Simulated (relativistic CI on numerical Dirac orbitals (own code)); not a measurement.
## What each ingredient does to the levels of Sb7+

Base calculation: Dirac-Coulomb-Breit CI, KLI orbitals optimised for each configuration, model QED, unscaled Slater integrals.

CI space (outside the closed core [Ar] 3d10): 4s²4p⁶4d⁸, 4s²4p⁶4d⁷5s, 4s²4p⁶4d⁷4f, 4s²4p⁵4d⁹, 4s²4p⁶4d⁷5p, 4s4p⁶4d⁹, 4s²4p⁶4d⁶5s5p, 4s²4p⁶4d⁷5d, 4s²4p⁶4d⁶4f5s, 4s²4p⁵4d⁸4f, 4s²4p⁶4d⁷6s, 4s²4p⁶4d⁷6p, 4s²4p⁶4d⁷5f, 4s²4p⁶4d⁷6d, 4s²4p⁶4d⁷5g, 4p⁶4d¹⁰, 4s²4p⁶4d⁷7s, 4s²4p⁶4d⁷7p, 4s²4p⁵4d⁸5s, 4s²4p⁶4d⁷6f, 4s4p⁶4d⁸4f, 4s²4p⁵4d⁸5d, 4s²4p⁵4d⁸6s, 4s4p⁶4d⁸5s, 4s²4p⁶4d⁶5s², 4s²4p⁶4d⁵4f5s², 4s²4p⁶4d⁵5s²5p, 4s²4p⁶4d⁵5s²5d, 4s4p⁶4d⁷5s², 4s4p⁶4d⁶4f5s², 4s4p⁶4d⁶5s²5p, 4s4p⁶4d⁶5s²5d. Double excitations out of closed p, d and f shells are left out; levels of such configurations are missing from the list, as are those of other unlisted configurations, and high levels can miss mixing partners. These lack a partner that the ground configuration has and come out too high: 4s²4p⁵4d⁸4f, 4s²4p⁵4d⁸5s, 4s²4p⁵4d⁸5d, 4s²4p⁵4d⁸6s.

The lowest level and the first level of each name with at least 55 % of one term (blank where a level has no safe partner in the second run):

```csv
Level,Base (cm⁻¹),Shift (cm⁻¹)
4s²4p⁶4d⁸ ³F4,0,0
4s²4p⁶4d⁸ ³F3,9312,-174
4s²4p⁶4d⁸ ³F2,11633,-157
4s²4p⁶4d⁸ ³P0,30448,-1005
4s²4p⁶4d⁸ ³P1,30512,-825
4s²4p⁶4d⁸ ¹G4,34871,+289
4s²4p⁶4d⁸ ¹S0,84149,-5098
4s²4p⁶4d⁷5s ⁵F5,341900,-12995
4s²4p⁶4d⁷5s ⁵F4,347539,-12977
4s²4p⁶4d⁷5s ⁵F3,352178,-12978
4s²4p⁶4d⁷5s ⁵F2,354830,-12938
4s²4p⁶4d⁷5s ⁵F1,356386,-12901
4s²4p⁶4d⁷5s ³F4,358181,-12804
4s²4p⁶4d⁷5s ³F3,365091,-12699
4s²4p⁶4d⁷5s ⁵P3,367561,-12489
4s²4p⁶4d⁷5s ⁵P1,369498,-11744
4s²4p⁶4d⁷5s ³F2,369701,-12678
4s²4p⁶4d⁷5s ³G5,371988,-12569
4s²4p⁶4d⁷5s ³G4,374217,-12558
4s²4p⁶4d⁷5s ³P2,378029,-11933
4s²4p⁶4d⁷5s ³G3,379433,-12472
4s²4p⁶4d⁷5s ³P0,380144,-10740
```

At this charge configurations can still be misplaced by up to about 7 % of their energy. Terms inside the open d or f shell come out 10 to 20 % too wide with unscaled integrals. Levels and lines within the n = 5 or 6 shells can be off by up to 10 % or somewhat more, and those that change n by about 2 %, since core polarisation is missing.

Q: One thing was changed in a second run, which moved the levels as shown. Which?
A. P86 correlation estimate
B. one mean potential for all configurations
C. Breit term removed
D. only the first 3 configurations
E. QED terms removed

A: D. Only the first 3 configurations. With fewer configurations the levels that remain lose their mixing partners.

LS names give the leading component of a level, which can be under half, so a name can repeat, a term be missing and a line seem to break the LS rules.
